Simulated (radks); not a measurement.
The arsenic anion As3-, 36 electrons, occupied as [Kr]. Calculated with a radial shooting solver on a logarithmic mesh with Libxc functionals: scalar-relativistic Kohn-Sham, LB94 model potential, spin-polarised, spherical densities, point nucleus; Watson sphere of charge +3 and radius 4.95 bohr. Some entries of the table are withheld. Estimate them.

| orbital | occ. | eigenvalue (hartree) | <1/r> (bohr^-1) |
|---|---|---|---|
| 1s | 2 | -433.8210 | 33.51 |
| 2s | 2 | -55.37351 | 7.377 |
| 2p | 6 | (1) | (2) |
| 3s | 2 | -7.08892 | 2.370 |
| 3p | 6 | -5.02191 | (3) |
| 3d | 10 | (4) | 1.923 |
| 4s | 2 | (5) | 0.6850 |
| 4p | 6 | -0.21197 | 0.4150 |

Answer. 
(1) 2p eigenvalue (hartree): -48.67946
(2) 2p <1/r> (bohr^-1): 7.249
(3) 3p <1/r> (bohr^-1): 2.226
(4) 3d eigenvalue (hartree): -1.61442
(5) 4s eigenvalue (hartree): -0.52594
